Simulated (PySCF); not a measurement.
Species: C6H11F3N (charge +1).
Numbering: `[CH3:1]/[CH:2]=[N+:3](\[CH3:4])[CH2:5][CH2:6][C:7]([F:8])([F:9])[F:10]` (hydrogens: H11, H12, H13 on C1; H14 on C2; H15, H16, H17 on C4; H18, H19 on C5; H20, H21 on C6)
Bond orders are those of one Lewis drawing.

Method: PySCF, PBE0-D3(BJ)/def2-SVP geometry optimisation, gas phase; density fitting, grid level 1; the optimiser is geomeTRIC in internal coordinates, started from a GFN2-xTB structure with every atom displaced at random (about 0.01 Å).

Step 0: E = -16007.2969 eV
```
atom  x, y, z in Å  |  force x, y, z in eV/Å
C1      2.2551    1.2760   -0.3491   -2.303   2.251   0.029
C2      0.9828    0.7104   -0.8362    0.284   0.106   0.030
N3      0.4770   -0.3864   -0.3958    1.368  -0.036   0.132
C4      1.1961   -1.1370    0.6420   -1.981   0.169   0.665
C5     -0.7960   -0.8889   -0.8446   -1.103   0.017   0.821
C6     -1.8785   -0.6805    0.2347    0.046   0.348  -0.355
C7     -1.9722    0.7754    0.6558   -0.052   0.356   0.430
F8     -3.0440    1.0282    1.3710   -0.255  -0.264   0.111
F9     -0.9078    1.1502    1.4103   -0.005  -0.312  -0.217
F10    -1.9868    1.5944   -0.3962    0.130   0.022  -0.409
H11     2.1067    1.5992    0.7023    0.059  -0.081  -0.100
H12     2.5185    2.1771   -0.9270    0.004  -0.235   0.067
H13     3.0271    0.5921   -0.3715    2.141  -1.871  -0.029
H14     0.4099    1.2469   -1.5887   -0.252   0.114  -0.207
H15     2.1840   -1.3778    0.3530    1.413  -0.261  -0.570
H16     0.6402   -2.0588    0.8387    0.063  -0.105   0.001
H17     1.2031   -0.5498    1.5710    0.063   0.046  -0.012
H18    -1.0972   -0.3502   -1.7391    0.026   0.094  -0.405
H19    -0.7064   -1.9554   -1.0577    0.091  -0.216  -0.197
H20    -1.7048   -1.2640    1.1425    0.059  -0.221   0.130
H21    -2.8573   -0.9891   -0.1786    0.206   0.080   0.085
```

Step 1: E = -16007.4810 eV
```
atom  x, y, z in Å  |  force x, y, z in eV/Å
C1      2.2676    1.3125   -0.3942    0.779  -0.713  -0.026
C2      1.0110    0.7077   -0.8455   -0.117   0.022  -0.105
N3      0.5126   -0.3833   -0.3764   -0.222  -0.016  -0.005
C4      1.1587   -1.1368    0.6922    0.559  -0.058  -0.189
C5     -0.8089   -0.8584   -0.8267    0.091   0.049  -0.072
C6     -1.8920   -0.6659    0.2238   -0.008   0.039   0.114
C7     -2.0100    0.7707    0.6989    0.080  -0.299  -0.241
F8     -3.1065    0.9566    1.3995    0.061   0.126  -0.018
F9     -0.9499    1.0945    1.4635   -0.039   0.095   0.060
F10    -1.9991    1.6109   -0.3485   -0.075   0.029   0.151
H11     2.1657    1.6557    0.6465   -0.055   0.077   0.131
H12     2.5497    2.1578   -1.0241    0.000   0.142  -0.063
H13     3.1131    0.5650   -0.3948   -0.607   0.500   0.003
H14     0.4095    1.2084   -1.6157    0.036  -0.022   0.040
H15     2.2079   -1.3610    0.4066   -0.357   0.064   0.138
H16     0.6283   -2.0789    0.8488   -0.062  -0.072   0.001
H17     1.1522   -0.5527    1.6200   -0.023   0.054   0.084
H18    -1.0633   -0.3085   -1.7437    0.012  -0.030   0.035
H19    -0.7037   -1.9222   -1.0858   -0.046   0.010   0.006
H20    -1.7378   -1.3007    1.1104   -0.019   0.014  -0.037
H21    -2.8557   -0.9594   -0.2182    0.012  -0.010  -0.007
```

Step 2: E = -16007.4957 eV
```
atom  x, y, z in Å  |  force x, y, z in eV/Å
C1      2.2699    1.2882   -0.3805    0.269  -0.099  -0.079
C2      1.0070    0.7102   -0.8595    0.015  -0.032   0.047
N3      0.5048   -0.3797   -0.3907   -0.040  -0.002  -0.012
C4      1.1720   -1.1173    0.6792    0.026  -0.104   0.000
C5     -0.8151   -0.8618   -0.8327    0.084   0.027   0.011
C6     -1.8892   -0.6704    0.2275   -0.002   0.067   0.045
C7     -2.0091    0.7660    0.6950   -0.031   0.087  -0.050
F8     -3.0962    0.9621    1.4062   -0.086  -0.054   0.047
F9     -0.9508    1.1130    1.4528    0.085  -0.047   0.011
F10    -2.0225    1.6120   -0.3454    0.028  -0.058  -0.044
H11     2.1482    1.6258    0.6651   -0.032   0.028  -0.018
H12     2.5732    2.1427   -0.9960   -0.019   0.013   0.025
H13     3.0874    0.5383   -0.3736   -0.176   0.157  -0.009
H14     0.4187    1.2214   -1.6306   -0.009  -0.005   0.005
H15     2.2142   -1.3309    0.3989   -0.071   0.013   0.013
H16     0.6501   -2.0657    0.8445   -0.007  -0.001   0.010
H17     1.1583   -0.5244    1.6050   -0.026  -0.008   0.001
H18    -1.0782   -0.3175   -1.7489    0.006   0.010   0.000
H19    -0.7139   -1.9266   -1.0874   -0.007   0.000  -0.001
H20    -1.7254   -1.3016    1.1136   -0.004   0.002  -0.002
H21    -2.8543   -0.9716   -0.2058   -0.003   0.006   0.001
```

Q: Estimate the geometry and energy of step 3. (The exact step hangs on the optimiser's Hessian estimate; all steps are aligned on step 2, rigid shifts and turns removed.)

A: E = -16007.4810 eV, largest force 0.414 eV/Å
```
atom  x, y, z in Å  |  force x, y, z in eV/Å
C1      2.2743    1.3382   -0.4105   -0.317   0.102   0.169
C2      1.0219    0.6909   -0.8366   -0.100   0.079  -0.142
N3      0.5162   -0.3996   -0.3692    0.213   0.033   0.015
C4      1.1461   -1.1717    0.7023   -0.210   0.110   0.141
C5     -0.8010   -0.8601   -0.8318   -0.038  -0.018   0.042
C6     -1.8823   -0.6652    0.2215   -0.010   0.005  -0.046
C7     -1.9852    0.7656    0.6972   -0.078   0.229   0.094
F8     -3.0739    0.9752    1.4034   -0.092  -0.099   0.053
F9     -0.9280    1.0940    1.4671    0.069  -0.067  -0.023
F10    -1.9828    1.6210   -0.3337    0.061  -0.042  -0.104
H11     2.1526    1.7097    0.6272    0.002  -0.026  -0.098
H12     2.5183    2.1917   -1.0585   -0.059  -0.111   0.053
H13     3.1101    0.6379   -0.3996    0.318  -0.263   0.032
H14     0.4143    1.1765   -1.6076   -0.019   0.056  -0.028
H15     2.1830   -1.4004    0.4515    0.242  -0.012  -0.095
H16     0.5981   -2.1130    0.8349    0.046   0.063  -0.004
H17     1.1137   -0.5958    1.6409   -0.017  -0.041  -0.058
H18    -1.0462   -0.3030   -1.7441   -0.026   0.012  -0.018
H19    -0.7164   -1.9238   -1.0958    0.021  -0.008  -0.007
H20    -1.7363   -1.3070    1.1018    0.005  -0.010   0.022
H21    -2.8470   -0.9492   -0.2239   -0.011   0.009   0.001
```

The energy changes by +0.0147 eV. The first-order estimate −F·Δx gives -0.0255 eV and the mean of the old and new forces, exact on a quadratic surface, +0.0114 eV. The step makes an angle of 78° with the force vector and moves no atom by more than 0.105 Å. The energy falls at the start of this step and ends higher, so the step passed the lowest point of its straight line.

What follows is the cost of the whole optimisation. Time: 3.9 min; peak memory 0.87 GiB. Hardware: an Intel Xeon at 2.80 GHz with one thread, shared host.
